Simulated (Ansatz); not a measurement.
```xyz
8

B     0.0092    0.0040    0.8812
B    -0.0043   -0.0089   -0.8822
H     0.9850    0.0054    0.0009
H    -0.9998   -0.0043   -0.0063
H     0.0015    1.0521    1.4766
H     0.0064   -1.0510    1.4590
H     0.0017    1.0545   -1.4573
H     0.0092   -1.0518   -1.4627
```

Basis set: def2-TZVP (spherical functions). Left uncorrelated: 2 orbitals. Charge 0, multiplicity 1.

Computed with Ansatz (development build ahead of 0.2.0); each method stands on the lowest determinant of its kind that the runs found. Restricted open shells among the atoms or ions are ROHF, correlated in semicanonical orbitals with singles.

The atomization energy at this shape (free ground-state atoms in the same class of orbitals less the molecule, no zero-point energy) of singlet B2H6:

```csv
method,atomization energy
RHF,488.45 kcal/mol
```

Task: What does RHF-MP2 give?

Result: 584.20 kcal/mol.
